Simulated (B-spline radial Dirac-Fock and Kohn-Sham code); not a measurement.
Dipole and non-dipole photoemission parameters of Cd 4d3/2

System: the free cadmium atom, configuration 1s2 2s2 2p6 3s2 3p6 3d10 4s2 4p6 4d10 5s2; threshold 16.99 eV (orbital energy of the model). Level of theory: Dirac-Hartree-Slater photoionisation with a Latter tail; cross sections with all multipoles, angular parameters from the dipole term and its interference with E2; an atomic code on a B-spline grid.

The run's input, task.json:

```json
{"items": [{
  "Z": 48,
  "q": 0,
  "cfg": [[1, 0, 2], [2, 0, 2], [2, 1, 6], [3, 0, 2], [3, 1, 6], [3, 2, 10], [4, 0, 2], [4, 1, 6], [4, 2, 10], [5, 0, 2]],
  "A": 114,
  "rrms": 4.6087,
  "do": "xps",
  "hv": [86.4, 99.0, 127.0, 134.0, 200, 210.0, 256.0, 300, 365.0, 367.0, 373.0, 503.0, 600, 627.0, 644.0, 800, 1140.0, 1230.0, 1253.6, 1400.0, 1620.0, 2000, 2984.4, 4570.0, 5710.0, 6000, 7410.0, 10100.0, 11900.0, 12900.0],
  "edges": {"K": 26711.0, "L1": 4018.0, "L2": 3727.0, "L3": 3538.0, "M1": 772.0, "M2": 652.6, "M3": 618.4, "M4": 411.9, "M5": 405.2, "N1": 109.8, "N2": 63.9, "N3": 63.9}
}]}
```

Command: `python xray2_run.py task.json out`

For linearly polarised light dσ/dΩ = σ/(4π) [1 + β P₂(cos θ) + (δ + γ cos²θ) sin θ cos φ], with θ from the polarisation vector and φ the angle between the beam and the projection of the electron momentum on the plane normal to the polarisation.

| hν (eV) | σ (kb) | β | γ | δ |
| --- | --- | --- | --- | --- |
| 86.4 | 1210 | 1.685 | -0.037 | 0.002 |
| 99 | 412 | 1.986 | -0.058 | 0.001 |
| 127 | 96.4 | -0.265 | 0.136 | -0.005 |
| 134 | 104 | -0.695 | 0.180 | -0.008 |
| 200 | 242 | 0.203 | 0.094 | -0.013 |
| 210 | 250 | 0.304 | 0.081 | -0.012 |
| 256 | 255 | 0.627 | 0.033 | -0.010 |
| 300 | 234 | 0.814 | 0.004 | -0.006 |
| 365 | 194 | 0.987 | -0.020 | -0.001 |
| 367 | 193 | 0.991 | -0.020 | -0.001 |
| 373 | 189 | 1.003 | -0.022 | -0.001 |
| 503 | 122 | 1.179 | -0.024 | 0.008 |
| 600 | ? | ? | ? | ? |
| 627 | 81.2 | 1.260 | 0.001 | 0.015 |
| 644 | 77.0 | 1.268 | 0.006 | 0.016 |
| 800 | 48.7 | 1.313 | 0.056 | 0.023 |
| 1140 | 21.1 | 1.332 | 0.185 | 0.036 |
| 1230 | 17.4 | 1.328 | 0.219 | 0.039 |
| 1253.6 | 16.6 | 1.327 | 0.228 | 0.040 |
| 1400 | 12.4 | 1.316 | 0.282 | 0.045 |
| 1620 | 8.37 | 1.295 | 0.360 | 0.052 |
| 2000 | 4.62 | 1.252 | 0.482 | 0.064 |
| 2984.4 | 1.37 | 1.140 | 0.744 | 0.097 |
| 4570 | 0.339 | 0.988 | 1.034 | 0.152 |
| 5710 | 0.156 | 0.901 | 1.179 | 0.192 |
| 6000 | 0.131 | 0.882 | 1.211 | 0.202 |
| 7410 | 0.0613 | 0.799 | 1.338 | 0.250 |
| 10100 | 0.0193 | 0.679 | 1.508 | 0.337 |
| 11900 | 0.0103 | 0.617 | 1.588 | 0.392 |
| 12900 | 0.00753 | 0.587 | 1.624 | 0.422 |

Problem. Give the values at 600 eV.

Solution. σ = 88.5 kb, β = 1.247, γ = -0.006, δ = 0.014.

Values without a named source are computed, but for edge energies of neutral atoms, which are taken from tables.
